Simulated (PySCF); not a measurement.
Si(H)(Cl)(Me)2 (C2H7ClSi), SMILES C[SiH](C)Cl.

Geometry: B3LYP-D3(BJ)/def2-SVP.

These are PySCF with TDA-PBE0/def2-SVPD values and carry that method's errors.

Vertical excitations.  State labels are in the subgroup Cs.

```tsv
state	symmetry	energy (eV)	λ (nm)	f	main pairs
S1	A"	7.72	161	0.006	HOMO→LUMO+1 74 %, HOMO→LUMO 24 %
S2	A'	7.73	160	0.018	HOMO−1→LUMO+1 82 %, HOMO−1→LUMO 16 %
S3	A"	8.00	155	0.084	HOMO→LUMO 74 %, HOMO→LUMO+1 24 %
S4	A'	8.08	153	0.028	HOMO−1→LUMO 81 %, HOMO−1→LUMO+1 16 %
S5	A"	8.47	146	0.048	HOMO−1→LUMO+2 95 %
S6	A'	8.52	145	0.032	HOMO→LUMO+2 94 %
S7	A"	8.82	141	0.030	HOMO→LUMO+3 82 %
S8	A'	8.89	139	0.104	HOMO−1→LUMO+3 91 %
S9	A"	8.99	138	0.005	HOMO−2→LUMO+1 61 %, HOMO−2→LUMO 20 %, HOMO→LUMO+3 14 %
S10	A'	9.10	136	0.010	HOMO−3→LUMO+1 56 %, HOMO−3→LUMO 32 %
T1	A'	7.25	171	0	HOMO−1→LUMO+1 76 %, HOMO−1→LUMO 19 %
T2	A"	7.33	169	0	HOMO→LUMO+1 82 %, HOMO→LUMO 14 %
T3	A"	7.82	159	0	HOMO→LUMO 78 %, HOMO→LUMO+1 13 %
T4	A'	7.86	158	0	HOMO−1→LUMO 66 %, HOMO−1→LUMO+1 19 %
```
Triplets are in the Tamm–Dancoff approximation.
